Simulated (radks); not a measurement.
Values are calculated unless marked as measured or tabulated.
Task: Re2+, configuration [Kr] 4d10 4f14 5s2 5p5 5d5 5f1 (not the ground configuration). Level of theory: Dirac Kohn-Sham, PBE, spin-unpolarised, spherical densities, finite nucleus; open shells fill j = l - 1/2 first; Fermi nuclear charge, rms radius 5.3698 fm (a radial shooting solver on a logarithmic mesh with Libxc functionals). Some entries of the table are withheld. Estimate them.

| orbital | occ. | eigenvalue (hartree) | <r^2> (bohr^2) | r(max) (bohr) |
|---|---|---|---|---|
| 1s1/2 | 2 | -2629.766 | 0.0004481 | 0.01124 |
| 2s1/2 | 2 | -456.4638 | 0.006819 | 0.06473 |
| 2p1/2 | 2 | -436.9099 | 0.004859 | 0.04802 |
| 2p3/2 | 4 | -384.0030 | 0.006057 | 0.05496 |
| 3s1/2 | 2 | -106.4213 | 0.04448 | 0.1822 |
| 3p1/2 | 2 | -97.67010 | 0.04075 | 0.1705 |
| 3p3/2 | 4 | -86.18059 | 0.04730 | 0.1847 |
| 3d3/2 | 4 | -71.44860 | 0.03659 | (1) |
| 3d5/2 | 6 | -68.95442 | 0.03838 | (2) |
| 4s1/2 | 2 | -22.97933 | 0.2193 | 0.4131 |
| 4p1/2 | 2 | (3) | 0.2256 | 0.4125 |
| 4p3/2 | 4 | (4) | 0.2604 | 0.4423 |
| 4d3/2 | 4 | -10.63455 | 0.2820 | 0.4382 |
| 4d5/2 | 6 | -10.13922 | 0.2950 | 0.4476 |
| 5s1/2 | 2 | -4.06855 | 1.192 | 0.9366 |
| 5p1/2 | 2 | -2.95291 | 1.429 | 0.9996 |
| 4f5/2 | 6 | -2.57360 | 0.4081 | 0.4144 |
| 5p3/2 | 3 | -2.53787 | 1.681 | 1.080 |
| 4f7/2 | 8 | -2.48096 | 0.4208 | 0.4192 |
| 5d3/2 | 4 | -1.06358 | 3.112 | 1.343 |
| 5d5/2 | 1 | -1.02155 | 3.289 | 1.379 |
| 5f5/2 | 1 | -0.23414 | 31.64 | 4.768 |
| 5f7/2 | 0 | -0.23382 | 31.79 | 4.780 |

Result: 
(1) 3d3/2 r(max) (bohr): 0.1445
(2) 3d5/2 r(max) (bohr): 0.1485
(3) 4p1/2 eigenvalue (hartree): -19.32396
(4) 4p3/2 eigenvalue (hartree): -16.64395
